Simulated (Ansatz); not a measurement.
A made-up structure of AlH₄SeO (charge +1), singlet:

| atom | x (Å) | y (Å) | z (Å) |
| --- | --- | --- | --- |
| O1 | -0.3229 | -0.1812 | -1.5258 |
| Se2 | -0.6559 | -1.1253 | 0.1708 |
| Al3 | 0.4854 | 0.4345 | 1.5957 |
| H4 | -1.1490 | 0.0939 | -1.9585 |
| H5 | 0.1981 | -0.7186 | -2.1462 |
| H6 | 0.3367 | -0.1470 | 3.0431 |
| H7 | 0.1869 | 0.4307 | -0.9722 |

It is relaxed with PBE-D4/def2-SVP and then PBE0-D4/def2-TZVP (Ansatz 0.2.0). Atoms count as bonded within 1.22 times the sum of their covalent radii (H–H: 0.88 Å). The end point is not checked to be a true minimum.

(1) Does its bonding change? (Judge from chemistry; the calculation decides.)

Results:

(1) The calculation gives: Yes. Formed: O1–Al3, Se2–H7; broken: O1–Se2, O1–H7.

Where it ends: The first stage lowers the energy by 5.30 eV in 18 steps. It ends as AlH₄SeO ([OH2][AlH][SeH]), total charge +1:
```
7
angstrom
O 0.1910 0.4968 -1.1181
Se -1.2192 -1.8995 0.9723
Al 0.1471 -0.1231 0.6608
H -0.2917 0.1472 -1.8808
H 0.7343 1.2512 -1.3929
H 1.1177 0.8283 1.4162
H -1.5998 -1.9139 -0.4506
```

Labels in which every atom is bracketed show which atoms are joined, not bond orders.

For scale, one of the runs: PBE0-D4/def2-TZVP relaxation, 140 basis functions, launched by `ansatz run in.yaml --threads 2 --pin off --events-out ev --progress --plain --max-ram 4352MiB`. Hardware: 2 CPU threads of an Intel Xeon Platinum 8488C, shared host. Wall time about 96 s.
